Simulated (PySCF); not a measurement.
Orbital picture of BI⁺

PBE at R = 1.965 Å; B def2-SVPD, I def2-SVPD with ECP28; scalar-relativistic core potentials (PySCF 2.14). State: ²Σ⁺ (doublet), unpaired electrons σ ↑. Only the outer orbitals are listed, counted within each symmetry, core potentials removing the inner ones.

```csv
spin,orbital,occ.,ε (eV),on B (%),main shells (%)
α,5σ,1,-25.98,14,"84 I s, 9 B s"
α,6σ,1,-18.56,44,"44 I p, 42 B s, 11 I s"
α,3π,1,-14.68,20,"79 I p, 20 B p"
α,3π,1,-14.68,20,"79 I p, 20 B p"
α,7σ,1,-14.33,80,"43 B p, 37 B s, 19 I p"
α,4π,0,-10.54,75,"76 B p, 21 I p"
α,4π,0,-10.54,75,"76 B p, 21 I p"
α,8σ,0,-6.41,34,"38 I p, 29 B p, 27 I d"
β,5σ,1,-25.90,14,"84 I s, 8 B s"
β,6σ,1,-18.12,37,"51 I p, 30 B s, 11 I s"
β,3π,1,-14.59,13,"86 I p, 12 B p"
β,3π,1,-14.59,13,"86 I p, 12 B p"
β,7σ,0,-11.61,86,"64 B s, 21 B p, 16 I p"
β,4π,0,-9.53,78,"79 B p, 14 I p"
β,4π,0,-9.53,78,"79 B p, 14 I p"
```

Q: Which are the highest filled and the lowest empty level, where do they sit, and how wide is the gap?

A: Highest filled α 7σ at -14.33 eV (in %: 43 B p, 37 B s, 19 I p); lowest empty β 7σ at -11.61 eV (in %: 64 B s, 21 B p, 16 I p); the gap at PBE is 2.72 eV.

The bond order (Mayer) is 2.13 and the ⟨S²⟩ is 0.766. The charge on B (Mulliken, basis-dependent) is 0.43, the charge on B (Löwdin, basis-dependent) is -0.02 and the dipole moment (positive dipole points towards I; it is taken about the centre of mass and depends on that origin) is -2.57 D. The polarisability along the bond is 49.8 bohr³. The polarisability across the bond is 30.8 bohr³.

Spin–orbit coupling is left out. The state is the lowest determinant that a PBE0 search found; another state may lie lower at other levels.
